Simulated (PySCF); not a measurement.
C4H6N2OS2.
Geometry (GFN2-xTB, Å), atoms numbered from 1 in this order:
```
atom  x, y, z in Å
C1    -2.5282    0.8475   -1.3872
S2    -2.0261   -0.8744   -1.6657
C3    -0.8146   -1.0143   -0.3384
O4     0.2368   -0.1069   -0.6031
C5     1.2474   -0.1390    0.2481
N6     2.2918    0.6987    0.0435
C7     3.1620    0.5108    0.9753
S8     2.6755   -0.7020    2.1014
N9     1.2817   -0.9403    1.2842
H10   -2.9829    0.9370   -0.4046
H11   -3.2496    1.0934   -2.1585
H12   -1.6530    1.4836   -1.4725
H13   -1.2830   -0.7850    0.6254
H14   -0.4496   -2.0451   -0.3275
H15    4.0872    1.0439    1.0466
```

The closed-shell SCF was solved with PySCF and density fitting under several settings on one GFN2-xTB geometry (grid level 2 and gas phase unless stated).

```json
{"settings": "OPBE/pcSseg-1", "basis functions": "197", "SCF cycles": "17", "E (Eh)": "-1136.8516", "HOMO (eV)": "-5.55", "LUMO (eV)": "-2.09", "dipole (D)": "2.00"}
{"settings": "LDA/pcSseg-1, start guess vsap, fitting basis def2-qzvpp-jkfit", "basis functions": "197", "SCF cycles": "20", "E (Eh)": "-1131.5278", "HOMO (eV)": "-5.62", "LUMO (eV)": "-2.41", "dipole (D)": "2.14"}
{"settings": "PBE0/pcseg-1", "basis functions": "164", "SCF cycles": "14", "E (Eh)": "-1136.3550", "HOMO (eV)": "-6.79", "LUMO (eV)": "-1.34", "dipole (D)": "2.31"}
```

**Question.** Estimate the row for these settings: X3LYP/def2-SVPD.

**Answer.** 
| settings | basis functions | SCF cycles | E (Eh) | HOMO (eV) | LUMO (eV) | dipole (D) |
| --- | --- | --- | --- | --- | --- | --- |
| X3LYP/def2-SVPD | 245 | 15 | -1136.4418 | -6.57 | -1.47 | 2.16 |

**Question.** Over all rows, what range does the HOMO–LUMO gap span?

**Answer.** From 3.21 eV (LDA/pcSseg-1, start guess vsap, fitting basis def2-qzvpp-jkfit) to 5.45 eV (PBE0/pcseg-1). The functional of the narrowest has no exact exchange, that of the widest 25 % exact exchange.

**Question.** And the dipole moment?

**Answer.** From 2.00 D (OPBE/pcSseg-1) to 2.31 D (PBE0/pcseg-1); the largest is 1.16 times the smallest, and the median is 2.15 D.

Cycle counts include a coarse-grid stage where the run had one.

One conformer stands for the species.
